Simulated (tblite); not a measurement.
Compound: CH6NPSi.
Numbering: `[H]/[N:1]=[CH:2]\[SiH2:3][PH2:4]` (hydrogens: H5 on N1; H6 on C2; H7, H8 on Si3; H9, H10 on P4)

Cartesian coordinates in Å at the GFN2-xTB level; atoms count from 1:
```xyz
10
CH6NPSi angstrom
N     -1.9095   -1.1760   -0.0155
C     -0.9643   -0.5882   -0.5985
Si     0.0311    0.9437   -0.0227
P      2.0913    0.3454    0.6327
H     -2.2051   -0.7598    0.8678
H     -0.6626   -1.0499   -1.5398
H      0.1507    1.8768   -1.1443
H     -0.6533    1.5461    1.1258
H      2.4231   -0.2869   -0.5533
H      1.7074   -0.8464    1.2253
```

Computed with GFN2-xTB (tblite): harmonic, unscaled wavenumbers at the GFN2-xTB geometry, gas phase. This tight-binding method is rough: wavenumbers can miss measured ones by several per cent, in bad cases by 10 to 20. Modes of hydrogen on phosphorus and silicon can be 10 to 20 % off. One conformer, not necessarily the lowest.

Harmonic wavenumbers (cm⁻¹): 46.2, 71.4, 122.4, 284.0, 429.9, 473.3, 528.5, 583.7, 662.1, 672.4, 707.1, 731.9, 748.6, 1095.4, 1140.0, 1160.7, 1350.8, 1694.9, 2229.5, 2249.4, 2294.4, 2376.8, 2939.5, 3293.9.

A = 9627, B = 2066, C = 1853 MHz; mass 91.001 u (most abundant isotopes); point group C1, symmetry number 1.

Zero-point energy?

Half the sum of the wavenumbers: 13943 cm⁻¹ = 166.80 kJ/mol.

What is S at 298.15 K and 1 bar for an ideal gas of classical rigid rotors and harmonic oscillators?

Translation 165.11, rotation 111.17, vibration 75.42: S = 351.7 J/(mol K).

And Cp and H(298.15 K) − H(0)?

Cp = 106.90 J/(mol K), of which vibrations give 73.64 (their classical limit is 24 R = 199.5); H(298.15 K) − H(0) = 21.21 kJ/mol without the zero-point energy, 11.30 from vibrations.

How do the functions run with temperature in this model?

```json
{"T (K)": "100", "S (J/(mol K))": "265.9", "Cp (J/(mol K))": "59.4", "H − H(0) (kJ/mol)": "4.77", "G − H(0) (kJ/mol)": "-21.81", "ln q(vib)": "1.38"}
{"T (K)": "200", "S (J/(mol K))": "313.9", "Cp (J/(mol K))": "83.2", "H − H(0) (kJ/mol)": "11.84", "G − H(0) (kJ/mol)": "-50.94", "ln q(vib)": "3.00"}
{"T (K)": "300", "S (J/(mol K))": "352.4", "Cp (J/(mol K))": "107.3", "H − H(0) (kJ/mol)": "21.41", "G − H(0) (kJ/mol)": "-84.30", "ln q(vib)": "4.54"}
{"T (K)": "500", "S (J/(mol K))": "415.8", "Cp (J/(mol K))": "141.2", "H − H(0) (kJ/mol)": "46.53", "G − H(0) (kJ/mol)": "-161.37", "ln q(vib)": "7.52"}
{"T (K)": "800", "S (J/(mol K))": "489.5", "Cp (J/(mol K))": "172.3", "H − H(0) (kJ/mol)": "93.95", "G − H(0) (kJ/mol)": "-297.66", "ln q(vib)": "11.57"}
{"T (K)": "1000", "S (J/(mol K))": "529.5", "Cp (J/(mol K))": "186.1", "H − H(0) (kJ/mol)": "129.87", "G − H(0) (kJ/mol)": "-399.66", "ln q(vib)": "14.00"}
```

q(vib) and H(0) count from the zero-point level.

Blend soft modes into free rotors: weight 1/[1 + (100 cm⁻¹/ν̃)⁴] for the oscillator and the rest for a rotor with moment μB/(μ + B), μ = h/(8π²ν), B = 10⁻⁴⁴ kg m². What vibrational entropy results?

66.46 J/(mol K) in place of 75.42, which changes −T·S at 298.15 K by +2.67 kJ/mol.

What must be added to the electronic energy to get the Gibbs energy at 298.15 K and 1 bar?

ZPE + [H(298.15 K) − H(0)] − T·S = 166.80 + 21.21 − 104.86 = 83.15 kJ/mol.

Which modes carry the vibrational entropy at 298.15 K?

46.2 cm⁻¹: 20.81; 71.4 cm⁻¹: 17.21; 122.4 cm⁻¹: 12.81; 284.0 cm⁻¹: 6.32; 429.9 cm⁻¹: 3.59; 473.3 cm⁻¹: 3.05 J/(mol K); the other 18 give 11.63 together.

Hindered rotation and anharmonicity are outside this model. Other conformers, if any are populated, would add a mixing term that is left out. The structure is chiral; the term R ln 2 for an equal mix with its mirror image is left out.
